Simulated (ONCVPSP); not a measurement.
# What one change does to a pseudopotential (W (Z = 74), ONCV)

```json
{
 "Element": "tungsten",
 "Generator": "ONCVPSP 4.0.1",
 "Type": "optimised norm-conserving Vanderbilt (ONCV)",
 "Functional": "PBEsol",
 "Relativity": "scalar-relativistic",
 "Frozen core": "[Kr] 4d10 4f14",
 "Valence charge": "14",
 "Reference configuration": "5s2 5p6 5d4 6s1 (charge +1)",
 "Partial waves": "5s+6s: rc 1.50 bohr, ncon 4, nbas 7, qcut 8.1 1/bohr, 2 projectors; 5p: rc 1.90 bohr, ncon 5, nbas 10, qcut 7.7 1/bohr, 2 projectors, debl 1.9 Ha; 5d: rc 1.50 bohr, ncon 4, nbas 8, qcut 5.6 1/bohr, local",
 "Local potential": "the d channel",
 "Core correction": "Teter function, fcfact 1.5, rcfact 1.25"
}
```

Change: s: qcut 6.6.

Cutoffs: the cutoffs (Ha) at which the residual kinetic energy of the hardest occupied pseudo-wave falls to 1 and 0.1 mHa per electron; they do not see the model core or the augmentation charge, which bear on the density cutoff. Errors are all-electron minus pseudo energies relative to the spin-unpolarised reference configuration.

Task: How do hardness, ghosts and transferability respond?

Result: The potential gets neither clearly harder nor softer (25 Ha and 29 Ha → 21 Ha and 49 Ha); of the 4 tests that both files solve, the error grows in 1 and shrinks in 1 by more than 15 % and 0.3 meV (median size 3.2 → 3.2 meV); neither file shows a bound ghost.

```tsv
quantity	base	changed
cutoff, loose	25 Ha	21 Ha
cutoff, tight	29 Ha	49 Ha
loose cutoff by channel	s 25 Ha, p 18 Ha, d 14 Ha	s 21 Ha, p 18 Ha, d 14 Ha
bound ghosts	none	none
GHOST(+) flags under 300 eV	none	none
error for 5s2 5p6 5d4 6s2, meV [ΔE -8.93 eV]	+3.2	+3.0
error for 5s2 5p6 5d4 6s0, meV [ΔE 15.70 eV]	-2.9	-3.5
error for 5s2 5p6 5d3 6s0, meV [ΔE 41.10 eV]	-7.5	-7.8
error for 5s2 5p6 5d3 6s2 6p1, meV [ΔE -4.86 eV]	+3.2	+2.1
s: phases at 1.52 bohr within 0.05 rad from the reference energy up to (Ha; the scan ends near 5)	to the end of the scan	to the end of the scan
p: phases at 1.93 bohr within 0.05 rad from the reference energy up to (Ha; the scan ends near 5)	to the end of the scan	to the end of the scan
d: phases at 1.52 bohr within 0.05 rad from the reference energy up to (Ha; the scan ends near 5)	4.7	4.7
rms error of d²Exc/dni dnj with the model core, mHa	4.10	3.91
```
